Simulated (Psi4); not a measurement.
A dimer, H2O ··· C4H4O (SMILES O and c1ccoc1); the first 3 atoms form monomer A.

```
12

O     -0.0021     0.3896     0.0000
H      0.7660    -0.1907     0.0000
H     -0.7640    -0.1989     0.0000
C      4.3049     2.3248     1.1408
C      4.1290     1.1580     1.9531
C      3.8160     0.1498     1.1035
O      3.7843     0.6046    -0.1795
C      4.0846     1.9320    -0.1374
H      4.5604     3.3174     1.4700
H      4.2242     1.0866     3.0231
H      3.5970    -0.8941     1.2395
H      4.1000     2.4425    -1.0835
```

What interaction energy does SAPT0/jun-cc-pVDZ, frozen core (Psi4 1.11) give, and which attractive term is the largest?

Total -0.33 kcal/mol: electrostatics 0.04, exchange 0.20, induction -0.12, dispersion -0.45. The most attractive term is dispersion.
